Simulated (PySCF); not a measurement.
Species: C6H13OP.
Numbering: `[CH3:1][C:2]([CH3:3])([CH3:4])[C@@H:5]1[CH2:6][P@@H:7]1=[O:8]` (hydrogens: H9, H10, H11 on C1; H12, H13, H14 on C3; H15, H16, H17 on C4; H18 on C5; H19, H20 on C6; H21 on P7)

Computed by this run: HF/def2-SV(P) geometry optimisation, gas phase (PySCF); density fitting; the optimiser is geomeTRIC in internal coordinates, started from a GFN2-xTB structure.

The end geometry, which sets the zero of energy:
```
atom  x, y, z in Å
C1     -0.9124    1.3615    0.0877
C2     -0.5990   -0.1330    0.2680
C3     -1.4669   -0.9464   -0.7057
C4     -0.9141   -0.5488    1.7141
C5      0.8718   -0.4739   -0.0237
C6      2.0618    0.4109    0.4786
P7      1.9090    0.2419   -1.2855
O8      1.5923    1.2889   -2.2650
H9     -0.6485    1.7134   -0.9113
H10    -1.9818    1.5333    0.2382
H11    -0.3821    1.9799    0.8168
H12    -1.2895   -0.6372   -1.7394
H13    -2.5298   -0.8040   -0.4895
H14    -1.2530   -2.0172   -0.6306
H15    -0.7486   -1.6200    1.8655
H16    -0.2854   -0.0077    2.4273
H17    -1.9585   -0.3346    1.9603
H18     1.0669   -1.5350    0.1234
H19     1.7909    1.3815    0.8836
H20     2.8565   -0.0759    1.0373
H21     2.8001   -0.7508   -1.7078
```

Task: These geometries come from the run, each turned onto the end geometry. Order them by energy, lowest first.
A.
```
atom  x, y, z in Å
C1     -0.8989    1.3671    0.1441
C2     -0.5940   -0.1339    0.2772
C3     -1.4545   -0.9107   -0.7306
C4     -0.9308   -0.5911    1.7046
C5      0.8870   -0.4699    0.0091
C6      2.0591    0.4780    0.4363
P7      1.9068    0.1756   -1.3076
O8      1.5015    1.1270   -2.3519
H9     -0.5618    1.7709   -0.8132
H10    -1.9785    1.5300    0.2125
H11    -0.4326    1.9487    0.9439
H12    -1.2566   -0.5854   -1.7543
H13    -2.5198   -0.7566   -0.5303
H14    -1.2580   -1.9867   -0.6722
H15    -0.7979   -1.6714    1.8220
H16    -0.2918   -0.0924    2.4408
H17    -1.9706   -0.3543    1.9538
H18     1.1034   -1.5091    0.2563
H19     1.7794    1.4712    0.7751
H20     2.8715    0.0435    1.0140
H21     2.8173   -0.8237   -1.6872
```
B.
```
atom  x, y, z in Å
C1     -0.8983    1.3673    0.1341
C2     -0.5943   -0.1330    0.2827
C3     -1.4464   -0.9212   -0.7249
C4     -0.9358   -0.5804    1.7138
C5      0.8811   -0.4716    0.0091
C6      2.0614    0.4638    0.4397
P7      1.8830    0.1869   -1.3090
O8      1.5210    1.1680   -2.3401
H9     -0.5687    1.7540   -0.8325
H10    -1.9759    1.5340    0.2140
H11    -0.4217    1.9570    0.9214
H12    -1.2419   -0.5931   -1.7479
H13    -2.5127   -0.7752   -0.5297
H14    -1.2414   -1.9947   -0.6651
H15    -0.7991   -1.6590    1.8369
H16    -0.3014   -0.0747    2.4476
H17    -1.9770   -0.3466    1.9553
H18     1.0944   -1.5169    0.2239
H19     1.7861    1.4497    0.8017
H20     2.8756    0.0169    1.0036
H21     2.7919   -0.8042   -1.6923
```
C.
```
atom  x, y, z in Å
C1     -0.8474    1.3579    0.1829
C2     -0.5788   -0.1404    0.3185
C3     -1.3869   -0.8922   -0.7435
C4     -0.9818   -0.6107    1.7205
C5      0.8847   -0.4811    0.0848
C6      2.0525    0.5106    0.3883
P7      1.7931    0.1193   -1.3549
O8      1.3430    1.0853   -2.3636
H9     -0.4340    1.7366   -0.7474
H10    -1.9201    1.5397    0.1809
H11    -0.4180    1.9110    1.0155
H12    -1.0911   -0.5492   -1.7340
H13    -2.4522   -0.7150   -0.6154
H14    -1.2062   -1.9638   -0.6785
H15    -0.8666   -1.6888    1.8146
H16    -0.3622   -0.1314    2.4757
H17    -2.0212   -0.3593    1.9180
H18     1.1193   -1.4968    0.3872
H19     1.7636    1.5076    0.6896
H20     2.8735    0.1117    0.9645
H21     2.7166   -0.8241   -1.7613
```

Result: B (0.004 eV), A (0.014 eV), C (0.097 eV).

In the order of the answer:

| step | E above end (eV) | largest force (eV/Å) | rms force component (eV/Å) | rms distance from end (Å) | rms bond change (Å) | bond most changed (Å) |
| --- | --- | --- | --- | --- | --- | --- |
| 3 | 0.004 | 0.06 | 0.015 | 0.077 | 0.001 | C5–P7 -0.002 |
| 1 | 0.014 | 0.43 | 0.071 | 0.095 | 0.002 | P7–H21 +0.005 |
| 0 | 0.097 | 1.40 | 0.257 | 0.177 | 0.011 | C6–P7 +0.027 |

What follows is the cost of the whole optimisation. On Arm Neoverse N1, one thread, no GPU, shared host with 64 logical CPUs at a one-minute load of 60, this took 74 s wall and 0.58 GiB of memory at its peak.
